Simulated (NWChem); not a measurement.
A series in which one site is exchanged, each optimised at PBE0/def2-SVP with NWChem, gas phase unless a solvent is named. For some, no frequency run checked for a minimum. def2 effective core potentials on Hf; no spin-orbit coupling.

A: [F][Hf]([F])([F])[F] (HfF4; site = Hf)
B: [F][Ti]([F])([F])[F] (TiF4; site = Ti)
C: [F][Ge]([F])([F])[F] (GeF4; site = Ge)
D: FS(F)(F)F (SF4; site = S)

| quantity | A | B | C | D |
|---|---|---|---|---|
| orbital gap (eV), PBE0/def2-SVP | 11.19 | [?] | 10.73 | 7.74 |
| vertical ionisation energy, ΔSCF, PBE0/def2-SVP (eV) | 14.46 | [?] | 15.19 | 12.65 |
| static polarisability, PBE0/def2-SVPD (bohr³) | 34.2 | [?] | 26.8 | 28.8 |
| lowest singlet excitation, PBE0/def2-SVPD, TDA (eV) | 9.54 | [?] | 8.80 | 6.63 |

### Question
Some entries are withheld; supply them.

### Answer

- orbital gap (eV), PBE0/def2-SVP, B: 9.36
- vertical ionisation energy, ΔSCF, PBE0/def2-SVP (eV), B: 14.94
- static polarisability, PBE0/def2-SVPD (bohr³), B: 32.1
- lowest singlet excitation, PBE0/def2-SVPD, TDA (eV), B: 7.45
